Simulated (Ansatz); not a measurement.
C2H6BClSi (`CC1[SiH2]B1Cl`), relaxed with RKS PBE0-D4/def2-TZVP in Ansatz 0.2.0 from a PBE-D4/def2-SVP geometry. The force threshold is 0.005 eV/Å; the program also tests the step.

Charge 0, multiplicity 1.

Start:

```xyz
11

C     1.068   -0.426    1.055
C     0.064   -0.479   -0.079
Si   -1.578    0.609   -0.687
B     0.173    0.223   -1.413
Cl    1.493    1.083   -2.178
H     1.797   -1.262    0.971
H     0.582   -0.509    2.049
H     1.651    0.517    1.032
H    -0.588   -1.380   -0.058
H    -2.735   -0.338   -0.568
H    -1.927    1.961   -0.123
```

```tsv
step	energy (eV)	largest force (eV/Å)	largest move (Å)
1	-23238.6010	0.553	0.000
2	-23238.6402	0.180	0.021
3	-23238.6468	0.068	0.017
4 (rejected)	-23238.6446	0.117	0.051
5	-23238.6479	0.056	0.014
6	-23238.6482	0.076	0.024
7	-23238.6486	0.015	0.008
8	-23238.6486	0.004	0.004
9	-23238.6486	0.009	0.009
10	-23238.6486	0.006	0.007
11	-23238.6486	0.004	0.004
```

End:

```xyz
11

C     1.057   -0.419    1.055
C     0.052   -0.448   -0.068
Si   -1.556    0.597   -0.644
B     0.168    0.235   -1.400
Cl    1.489    1.020   -2.203
H     1.788   -1.225    0.942
H     0.580   -0.536    2.031
H     1.610    0.523    1.059
H    -0.571   -1.352   -0.076
H    -2.708   -0.331   -0.589
H    -1.910    1.937   -0.107
```

It took 38 s on 4 threads of an Arm Neoverse V2 on a shared host, with 0.56 GiB of host memory at the peak.
